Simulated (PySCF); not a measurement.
Stepwise substitution at one centre (Si SH-H). All species are isolated molecules in the gas phase. One relaxed conformer stands for each flexible species; it need not be the lowest. Strings in code marks are SMILES.

The S1 excitation (TDA) from two functionals at the same geometries (PBE0-D3(BJ)/def2-TZVP), both in PySCF: PBE-D3(BJ)/def2-TZVP and ωB97X-D3(BJ)/def2-TZVP. Excitations are Tamm–Dancoff values on a coarser integration grid. The basis has no diffuse functions, so Rydberg states are missing or too high.

```
species                                                                            PBE-D3(BJ)/def2-TZVP (eV)
---------------------------------------------------------------------------------  -------------------------
0 of 4 SH replaced by H                                                                                 5.12
1 of 4 SH replaced by H (`S[SiH](S)S`)                                                                  5.52
2 of 4 SH replaced by H (`S[SiH2]S` (H–S–Si–S torsion 56°, S–Si–S–H torsion 56°))                       5.37
3 of 4 SH replaced by H (`[SiH3]S`)                                                                     5.69
```

Q: What does ωB97X-D3(BJ)/def2-TZVP give for each?

A: 
- 0 of 4 SH replaced by H: 6.13
- 1 of 4 SH replaced by H (`S[SiH](S)S`): 6.33
- 2 of 4 SH replaced by H (`S[SiH2]S` (H–S–Si–S torsion 56°, S–Si–S–H torsion 56°)): 6.15
- 3 of 4 SH replaced by H (`[SiH3]S`): 6.30
Over these rows, drawn at random from the members with no instability flagged (it was tested for open shells, ions and some series alone), PBE minus ωB97X-D3(BJ): mean -0.80 eV, from -1.01 eV to -0.61 eV.
